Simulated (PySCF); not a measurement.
Computed IR spectrum (relative IR intensity) of a molecule C2H12OSi3. Geometry: PBE-D3(BJ)/def2-SVP. One conformer was computed; it need not be the lowest. Level of theory: PBE-D3(BJ)/def2-SVP (PySCF 2.14.0). Frequencies are harmonic and unscaled.

Lines under 2 % of the strongest are left out, and lines within 2 cm⁻¹ are merged.

ν (cm⁻¹): 154 (vw), 178 (vw), 208 (vw), 244 (w), 293 (m), 328 (m), 477 (w), 501 (m), 582 (w), 659 (m), 717 (s), 720 (s), 784 (vw), 806 (m), 824 (vs), 853 (w), 891 (s), 898 (m), 902 (w), 906 (m), 920 (m), 938 (m), 1053 (w), 1102 (vw), 1369 (vw), 1379 (vw), 2100 (s), 2116 (s), 2144 (m), 2157 (m), 2166 (vs), 2176 (m), 2953 (w), 2960 (w), 3016 (vw), 3700 (s) (against the strongest line: vs over 80 %, s over 45 %, m over 15 %, w over 4 %, vw less)

Q: Which molecule gave these data?
(A) C[C@@H](O)[SiH]([SiH3])[SiH3]
(B) O[Si@@H]([SiH3])CC[SiH3]
(C) OC[SiH2]C([SiH3])[SiH3]
(D) C[C@@](O)([SiH3])[SiH2][SiH3]

A: B, O[Si@@H]([SiH3])CC[SiH3]
